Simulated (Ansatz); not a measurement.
A structure relaxed at PBE0-D4/def2-TZVP, charge 0, multiplicity 1:

```xyz
13

Si   -0.038   -0.502    2.372
O    -0.617   -0.929    0.901
Si   -1.294   -0.407   -0.483
O    -0.311    0.637   -1.252
Si    1.151    0.852   -1.957
H     0.021   -1.717    3.219
H    -0.931    0.505    3.004
H     1.323    0.074    2.231
H    -2.552    0.316   -0.185
H    -1.525   -1.597   -1.333
H     2.192    1.041   -0.914
H     1.501   -0.331   -2.787
H     1.080    2.059   -2.815
```

Problem. Give its formula and SMILES.

Solution. H8O2Si3, `[SiH3]O[SiH2]O[SiH3]`.

Problem. Point group (tolerance 0.08 Å, 0.16 Å for H)?

Solution. C2.

Problem. Summarise the bond lengths by kind.

Solution. 4 × O–Si 1.627 to 1.637 Å; 8 × H–Si 1.480 to 1.487 Å.

Computed with Ansatz.
